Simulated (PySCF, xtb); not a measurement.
C4H10OSi, SMILES [C@@H]1(C)[Si@H](C)CO1.

Harmonic wavenumbers (cm⁻¹) from xtb 6.7.1 with GFN2-xTB at its own minimum, in rising order: 68, 101, 123, 176, 197, 283, 390, 501, 536, 613, 650, 726, 733, 812, 819, 842, 906, 989, 1010, 1070, 1096, 1139, 1204, 1222, 1303, 1365, 1395, 1469, 1475, 1478, 1484, 1503, 2221, 2886, 2887, 2941, 3023, 3029, 3033, 3041, 3046, 3048.

Q: What does PBE0-D3(BJ)/def2-SVP (PySCF) give at its own minimum? (An estimate is asked for; the answer gives what the named calculation found.)

A: 64, 130, 164, 203, 231, 297, 419, 490, 576, 611, 683, 705, 759, 803, 831, 875, 899, 988, 1050, 1098, 1144, 1185, 1231, 1257, 1262, 1340, 1388, 1424, 1429, 1448, 1461, 1474, 2205, 3000, 3026, 3049, 3057, 3105, 3142, 3154, 3160, 3168. Paired by order, the mean absolute difference is 43 cm⁻¹ and the zero-point energies are 81.2 and 82.9 kcal/mol.
